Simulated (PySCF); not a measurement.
# Diatomic anions of Be with the third period

PBE0 with double-zeta basis sets in PySCF, for the lowest determinant that a PBE0 search found; no spin–orbit coupling. De refers to high-spin ground-configuration atoms (the charge goes to the atom of lower measured ionisation energy or higher electron affinity, which is not always the lowest computed limit). A positive dipole points towards Be; it is taken about the centre of mass and depends on that origin.

| M | basis | charged atom | state (unpaired electrons) | Re (Å) | ωe (cm⁻¹) | De (eV) | μ (D) |
| --- | --- | --- | --- | --- | --- | --- | --- |
| Na | def2-SVPD | Na− | singlet (closed shell) | 3.275 | 146 | 0.51 | -0.51 |
| Al | aug-pcseg-1 | Al− | triplet (π ↑↑) | 2.308 | 428 | 1.37 | -1.61 |
| Si | aug-cc-pVDZ/aug-cc-pV(D+d)Z | Si− | quartet (σ ↑, π ↑↑) | 2.167 | 549 | 1.79 | -2.12 |
| S | aug-pcseg-1 | S− | doublet (σ ↑) | 1.821 | 888 | 3.71 | -1.25 |
| Cl | def2-SVPD | Cl− | singlet (closed shell) | 2.019 | 498 | 1.51 | -6.72 |

The shortest bond is that of BeS⁻ (1.821 Å), the longest that of NaBe⁻ (3.275 Å). BeS⁻ is bound most strongly (3.71 eV) and NaBe⁻ least (0.51 eV).

The rows differ in basis set, which adds steps of its own.

The state changes along the series, so neighbouring rows are not always alike in their bonding.

Closed-shell solutions of metal pairs were not tested for spin polarisation, which can lower them a little. For an ion De counts to the pair picked by the measured ionisation energies or electron affinities, which need not be the lowest pair at this level. The highest Kohn–Sham level is positive in some of these anions. Much of that is self-interaction error, but it also means that the finite basis helps to hold the extra electron. States were picked by a PBE0 search and need not be the measured ground states.
